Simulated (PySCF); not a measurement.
C2H9ClOSi2, SMILES [SiH3][C@@H]([Si@H](Cl)C)O. The structure is a stationary point at B3LYP-D3(BJ)/def2-SVP. The structure was generated by enumeration; whether it is a known compound was not checked. One conformer was computed; it need not be the lowest.

Task: Give the equilibrium geometry at B3LYP-D3(BJ)/def2-SVP (PySCF confirms it by a frequency run) as bond lengths and angles. (Estimate from the structure and the level; the computed values follow.)

Result: This is not unique; one that fits is 
Atoms: C1 Si2 Cl3 C4 O5 Si6 H7 H8 H9 H10 H11 H12 H13 H14 H15. Bonds (Å): C1–Si2 1.872, C1–H7 1.101, C1–H8 1.101, C1–H9 1.102, Si2–Cl3 2.089, Si2–C4 1.893, Si2–H10 1.493, C4–O5 1.434, C4–Si6 1.905, C4–H11 1.114, O5–H12 0.967, Si6–H13 1.485, Si6–H14 1.490, Si6–H15 1.494. Bond angles (°): Si2–C1–H7 110.6, Si2–C1–H8 110.6, Si2–C1–H9 110.7, H7–C1–H8 108.2, H7–C1–H9 108.3, H8–C1–H9 108.4, C1–Si2–Cl3 108.8, C1–Si2–C4 112.5, C1–Si2–H10 111.7, Cl3–Si2–C4 109.7, Cl3–Si2–H10 106.6, C4–Si2–H10 107.2, Si2–C4–O5 112.3, Si2–C4–Si6 114.7, Si2–C4–H11 106.4, O5–C4–Si6 105.9, O5–C4–H11 111.6, Si6–C4–H11 105.9, C4–O5–H12 109.0, C4–Si6–H13 110.6, C4–Si6–H14 109.3, C4–Si6–H15 108.4, H13–Si6–H14 109.8, H13–Si6–H15 109.7, H14–Si6–H15 109.1.
Charge 0, spin multiplicity 1.
